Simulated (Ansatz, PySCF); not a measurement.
C3H8N2Si, SMILES N[SiH](CC#C)N.

Geometry optimised at B3LYP-D3(BJ)/def2-SVP. This is a generated structure with no PubChem entry under its InChIKey; it may be hypothetical. One conformer was computed; it need not be the lowest.

Vertical ionisation energy (IE) and electron affinity (EA) in eV. Rows of orbital energies are one-electron estimates. Where ΔSCF, EOM or ADC give a negative EA the extra electron is unbound and the value depends on the basis.

```
level                                                                     IE     EA
----------------------------------------------------------------------  ----  -----
−ε(HOMO), −ε(LUMO), PBE0/def2-TZVP (PySCF)                              6.86  -0.90
−ε(HOMO), −ε(LUMO), PBE/def2-TZVP (PySCF)                               5.62  -0.05
ΔSCF, ωB97X-V/def2-SVPD (Ansatz), final states of multiplicity 2 and 2  9.16  -2.03
ΔSCF, PBE/def2-SVPD (Ansatz), final states of multiplicity 2 and 2      8.26  -1.37
```

What vertical singlet–triplet gap does ΔSCF give with ωB97X-V/def2-SVPD (Ansatz, a first-principles code) and with PBE/def2-SVPD (Ansatz)? (The exact figures need the calculation; the answer reports its results.)

5.70 and 5.30 eV (triplet above singlet where positive).
